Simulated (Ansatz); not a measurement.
FOS (SMILES O=[S]F) moved off its minimum; all values from Ansatz (an electronic-structure program), cores frozen in correlated methods. Open shells are unrestricted.
(charge 0, multiplicity 2)
```xyz
3

O     -1.2309    -0.4456     0.0894
S     -0.2718     0.4511    -0.0084
F      1.3399    -0.3690    -0.0327
```

```csv
level,largest force (eV/Å),on atom,rms difference from CCSD(T)/cc-pV(T+d)Z (eV/Å),dipole (D)
HF/def2-TZVPP,11.85,S2,1.569,2.70
PBE/def2-TZVPP,14.99,S2,0.473,1.98
r2SCAN/def2-TZVPP,14.25,S2,0.187,2.06
B3LYP/def2-TZVPP,13.97,S2,0.293,2.23
wB97M-V/def2-TZVPP,13.92,S2,0.307,2.31
MP2/cc-pV(T+d)Z,14.56,S2,0.023,2.21
CCSD(T)/cc-pV(T+d)Z,14.55,S2,0.000,2.17
```

The differences count from one level among others, with limits of its own. Forces at CCSD(T)/cc-pV(T+d)Z (eV/Å):

```tsv
atom	Fx	Fy	Fz
O1	-9.593	-9.092	0.985
S2	12.219	7.829	-1.029
F3	-2.626	1.263	0.044
```
